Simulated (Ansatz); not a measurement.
C₂H₄AlNO, SMILES `N=[C]1C[O][AlH]1`, 9 atoms. The species carries charge 0 and has multiplicity 1. All runs use 2 threads of an Arm Neoverse V2 on a shared host. Correlated methods freeze the cores.

(1) How many basis functions does each run have, and how long does it take in Ansatz? RKS PBE0-D4/def2-TZVP relaxation (7 steps); RKS PBE0-D4/def2-TZVP frequencies; RKS ωB97M-V/def2-SVP energy; RKS PBE0-D4/def2-QZVPP energy; RKS revPBE-D4/def2-TZVPP energy; RKS ωB97M-V/def2-QZVPP energy; RHF-MP2/def2-QZVPP energy; RKS BLYP-D4/def2-TZVPP energy; RKS PBE0-D4/def2-SVP energy; RHF-CCSD(T)/def2-SVP energy; RHF-CCSD(T)/def2-TZVPP energy; direct RPA on PBE orbitals/def2-TZVPP energy. (An estimate is asked.)

## Answers

(1) Computed: Other jobs shared the machine, so times are rough.

```tsv
level	job	functions	wall time	peak host memory (GiB)
RKS PBE0-D4/def2-SVP	energy	94	1.4 s	0.18
RKS revPBE-D4/def2-TZVPP	energy	222	2.9 s	0.25
RKS BLYP-D4/def2-TZVPP	energy	222	2.9 s	0.25
RHF-CCSD(T)/def2-SVP	energy	94	4.8 s	0.34
RKS ωB97M-V/def2-SVP	energy	94	6 s	0.26
direct RPA on PBE orbitals/def2-TZVPP	energy	222	9.5 s	0.54
RKS PBE0-D4/def2-QZVPP	energy	418	11 s	1.1
RKS ωB97M-V/def2-QZVPP	energy	418	28 s	1.4
RHF-MP2/def2-QZVPP	energy	418	29 s	2.2
RKS PBE0-D4/def2-TZVP	relaxation (7 steps)	185	37 s	0.42
RHF-CCSD(T)/def2-TZVPP	energy	222	2.1 min	3.5
RKS PBE0-D4/def2-TZVP	frequencies	185	2.8 min	0.42
```
